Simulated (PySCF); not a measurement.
C4H6ClF, SMILES C/C(Cl)=C(/F)C.

Geometry: B3LYP-D3(BJ)/def2-SVP.

Level of theory: TDDFT-CAM-B3LYP/def2-SVPD (PySCF).

Vertical excitations. Isolated molecule, no solvent. State labels are in the subgroup Cs.

Computed excitation energies, oscillator strengths and character:
```json
[
 {"state": "S1", "symmetry": "A\"", "energy (eV)": "6.02", "λ (nm)": "206", "f": "0.000", "main pairs": "HOMO→LUMO+2 67 %, HOMO→LUMO 17 %"},
 {"state": "S2", "symmetry": "A\"", "energy (eV)": "6.56", "λ (nm)": "189", "f": "0.005", "main pairs": "HOMO→LUMO 76 %, HOMO→LUMO+2 14 %"},
 {"state": "S3", "symmetry": "A'", "energy (eV)": "6.90", "λ (nm)": "180", "f": "0.484", "main pairs": "HOMO→LUMO+1 98 %"},
 {"state": "S4", "symmetry": "A\"", "energy (eV)": "7.59", "λ (nm)": "163", "f": "0.006", "main pairs": "HOMO→LUMO+3 88 %"},
 {"state": "S5", "symmetry": "A'", "energy (eV)": "7.75", "λ (nm)": "160", "f": "0.010", "main pairs": "HOMO−1→LUMO+2 78 %"},
 {"state": "S6", "symmetry": "A\"", "energy (eV)": "7.75", "λ (nm)": "160", "f": "0.000", "main pairs": "HOMO→LUMO+4 88 %"},
 {"state": "S7", "symmetry": "A\"", "energy (eV)": "7.92", "λ (nm)": "157", "f": "0.000", "main pairs": "HOMO−1→LUMO+1 97 %"},
 {"state": "S8", "symmetry": "A'", "energy (eV)": "8.37", "λ (nm)": "148", "f": "0.007", "main pairs": "HOMO→LUMO+6 97 %"},
 {"state": "S9", "symmetry": "A\"", "energy (eV)": "8.42", "λ (nm)": "147", "f": "0.018", "main pairs": "HOMO→LUMO+5 48 %, HOMO−2→LUMO+2 24 %, HOMO→LUMO+8 7 %"},
 {"state": "S10", "symmetry": "A\"", "energy (eV)": "8.67", "λ (nm)": "143", "f": "0.013", "main pairs": "HOMO→LUMO+8 46 %, HOMO→LUMO+5 14 %, HOMO→LUMO+9 13 %, HOMO→LUMO+7 10 %"},
 {"state": "T1", "symmetry": "A'", "energy (eV)": "4.12", "λ (nm)": "301", "f": "0", "main pairs": "HOMO→LUMO+1 91 %"},
 {"state": "T2", "symmetry": "A\"", "energy (eV)": "5.53", "λ (nm)": "224", "f": "0", "main pairs": "HOMO→LUMO+2 67 %, HOMO→LUMO 11 %"},
 {"state": "T3", "symmetry": "A\"", "energy (eV)": "6.44", "λ (nm)": "192", "f": "0", "main pairs": "HOMO→LUMO 79 %"},
 {"state": "T4", "symmetry": "A'", "energy (eV)": "7.02", "λ (nm)": "177", "f": "0", "main pairs": "HOMO−1→LUMO+2 72 %"}
]
```
Triplets are in the Tamm–Dancoff approximation, which puts them higher than full response would, so one can lie above its singlet here.
